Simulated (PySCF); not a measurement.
**H3WO, doublet: molecular constants**

These are results of UPBE0/[W def2-TZVP with ECP60, O def2-TZVP, H def2-TZVP], scalar-relativistic core potentials, density fitting, no spin–orbit coupling, PySCF, not measurements.

The structure is a minimum.

```
Point group                                                                   : Cs
Bond lengths                                                                  : W–H 1.686 Å, W–H 1.740 Å (×2), W–O 1.673 Å
Bond angles                                                                   : H–W–H 100.7° (×2), H–W–H 124.3°, H–W–O 96.1°, H–W–O 114.0° (×2)
Principal quadrupole moments (Buckingham, traceless) about the centre of mass : -2.72, -1.27, 3.99 D Å
Dipole moment                                                                 : 2.08 D
Highest occupied level (α)                                                    : -6.87 eV
Atomisation energy without zero-point energy                                  : 1571 kJ/mol
Rotational symmetry number                                                    : 1
Rotational constants                                                          : 2.128, 0.3676, 0.355 cm⁻¹
Lowest empty level (α)                                                        : -3.22 eV
Principal polarisabilities                                                    : 41.1, 45.7, 47.3 bohr³
Enthalpy at 298.15 K above 0 K                                                : 13.96 kJ/mol
Spin squared ⟨S²⟩                                                             : 0.758
Zero-point energy                                                             : 57.0 kJ/mol
Entropy at 298.15 K and 1 bar (electronic part: spin only)                    : 299.8 J/(mol K)
Heat capacity Cp at 298.15 K                                                  : 59.8 J/(mol K)
```

Harmonic modes (masses in u: W 183.951, O 15.995, H 1.008):
```json
{"symmetry": "a''", "ω (cm⁻¹)": "42", "IR (km/mol)": "29.8", "μ (u)": "1.04"}
{"symmetry": "a'", "ω (cm⁻¹)": "461", "IR (km/mol)": "54.3", "μ (u)": "1.07"}
{"symmetry": "a''", "ω (cm⁻¹)": "518", "IR (km/mol)": "0.0", "μ (u)": "1.12"}
{"symmetry": "a'", "ω (cm⁻¹)": "709", "IR (km/mol)": "30.2", "μ (u)": "1.06"}
{"symmetry": "a'", "ω (cm⁻¹)": "780", "IR (km/mol)": "20.9", "μ (u)": "1.05"}
{"symmetry": "a'", "ω (cm⁻¹)": "1084", "IR (km/mol)": "159", "μ (u)": "10.77"}
{"symmetry": "a''", "ω (cm⁻¹)": "1911", "IR (km/mol)": "221", "μ (u)": "1.02"}
{"symmetry": "a'", "ω (cm⁻¹)": "1942", "IR (km/mol)": "140", "μ (u)": "1.01"}
{"symmetry": "a'", "ω (cm⁻¹)": "2081", "IR (km/mol)": "72.5", "μ (u)": "1.01"}
```

Charges (e):
```json
{"atom": "W1", "Mulliken": "0.68", "Löwdin": "0.50", "polar tensor": "1.33", "spin (Mulliken)": "1.18", "Mayer order to W1": "–"}
{"atom": "O2", "Mulliken": "-0.42", "Löwdin": "-0.22", "polar tensor": "-0.64", "spin (Mulliken)": "-0.07", "Mayer order to W1": "2.27"}
{"atom": "H3,4", "Mulliken": "-0.11", "Löwdin": "-0.12", "polar tensor": "-0.25", "spin (Mulliken)": "-0.03", "Mayer order to W1": "0.97"}
{"atom": "H5", "Mulliken": "-0.04", "Löwdin": "-0.04", "polar tensor": "-0.20", "spin (Mulliken)": "-0.05", "Mayer order to W1": "0.99"}
```

Mulliken populations on W1 (electrons outside its core potential): s 2.79, p 6.51, d 3.95, f 0.07.

Other isomers or separated fragments may lie lower. Open d and f shells are described by one determinant, and the ground state may have another occupation or spin. With an element this heavy the missing spin–orbit coupling can shift these numbers.

The final relaxation and frequency run took 51 s on 4 threads of a shared Arm Neoverse V1 host, with 89 basis functions and 21 gradients; the process peaked at 1.2 GiB. Launch command: `OMP_NUM_THREADS=4 python axn.py task.json out`.
